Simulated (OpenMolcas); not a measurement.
Computed levels of 4s2 4p in ions with 31 electrons, in cm-1 above 2P* 1/2.

```json
{
  "Program": "OpenMolcas",
  "Method": "CASSCF",
  "Basis": "ANO-R3",
  "Scalar Hamiltonian": "X2C, finite nucleus",
  "Spin-orbit coupling": "state interaction with AMFI integrals over the reference wave functions, term energies averaged over their components"
}
```

Active space for each ion: 1 electron in 3 orbitals (4p).

| Level | As2+ | Se3+ | Kr5+ |
| --- | --- | --- | --- |
| 2P* 3/2 | 2638 | 3925 | 7364 |

Task: Estimate 2P* 3/2 for Br4+ from its neighbours Se3+ and Kr5+.

Result: 2P* 3/2 is fine structure, which grows about as the fourth power of a screened charge, so the fourth roots are averaged: ((3925^0.25 + 7364^0.25) / 2)^4 = 5443. The calculation gives 5492, so the estimate is off by -0.9 %; the measured value is 6090 (Moore, Atomic Energy Levels, vol. II, NSRDS-NBS 35 (1971 reprint of NBS Circular 467, 1952)).

With one active electron the reference holds no correlation, so core polarisation is missing. Measured partners are found by configuration, term and J. A level has none where our copy of the source lacks it or the pairing is in doubt (some pairs that miss far off the trend of their configuration count as doubtful), and it then counts in no deviation. Levels of configurations outside the active space are missing.

* marks odd parity.
